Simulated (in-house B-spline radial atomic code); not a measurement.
BLYP excitations of Tl3+

Method: BLYP. Computed with an all-electron radial atomic-structure program (B-spline basis): linear response of the closed shell [Xe] 4f14 5d10 with the functional's adiabatic kernel; scalar-relativistic (spin-free one-electron X2C), finite nucleus, no spin-orbit coupling, no double excitations, S, P, D and F terms only; shells from n = 3 respond. Only terms of natural parity with L up to 3 were computed.

Spin-orbit coupling is strong here, so these LS terms don't match observed levels.

Command:
```bash
python run_td.py task.json out
```
Settings (radii: box in bohr, nucleus in fm):
```
Z                        81
electrons                78
configuration            [Xe] 4f14 5d10
hamiltonian              x2c
method                   b88,lyp
box_radius               23.08
rms_radius               5.4759
intervals                71
```

Run time, properties included: 11 s on 1 thread of Arm Neoverse N1, with other jobs on the host.

The lowest states, in the order of their Tamm-Dancoff energies; the method's threshold (minus the highest occupied level) is 44.11 eV. Labels give the largest channel, * marks a mixed state, and oscillator strengths are full-response dipole values. Semilocal kernels can invert the small singlet-triplet splittings of Rydberg terms. Energies in eV:

```json
{"state": "5d → 6s 3D", "full response": "?", "Tamm-Dancoff": "?", "oscillator strength": "-"}
{"state": "5d → 6s 1D", "full response": "9.522", "Tamm-Dancoff": "9.573", "oscillator strength": "-"}
{"state": "5d → 6p 3P", "full response": "?", "Tamm-Dancoff": "?", "oscillator strength": "-"}
{"state": "5d → 6p 3F", "full response": "18.749", "Tamm-Dancoff": "18.769", "oscillator strength": "-"}
{"state": "5d → 6p 1F", "full response": "19.240", "Tamm-Dancoff": "19.242", "oscillator strength": "-"}
{"state": "5d → 6p 1P", "full response": "20.234", "Tamm-Dancoff": "20.348", "oscillator strength": "0.942"}
{"state": "5d → 7s 3D", "full response": "29.528", "Tamm-Dancoff": "29.532", "oscillator strength": "-"}
{"state": "5d → 6d 3S", "full response": "29.619", "Tamm-Dancoff": "29.632", "oscillator strength": "-"}
{"state": "5d → 7s 1D", "full response": "29.684", "Tamm-Dancoff": "29.691", "oscillator strength": "-"}
{"state": "5d → 6d 3D", "full response": "29.864", "Tamm-Dancoff": "29.868", "oscillator strength": "-"}
```

Question: Where does 5d → 6s 3D lie?

Answer: At 8.462 eV in full response, 8.493 eV in Tamm-Dancoff.

Question: Where does 5d → 6p 3P lie?

Answer: At 18.639 eV in full response, 18.667 eV in Tamm-Dancoff.

Question: How large is the singlet-triplet splitting of 5d → 6s (D terms) in Tamm-Dancoff?

Answer: 1.08 eV, from the unrounded values.

Question: What polarisabilities and dispersion coefficient does the method give?

Answer: Dipole 5.464 bohr³, quadrupole 21.99 bohr⁵, C6 32.23 hartree·bohr⁶ for two such species.
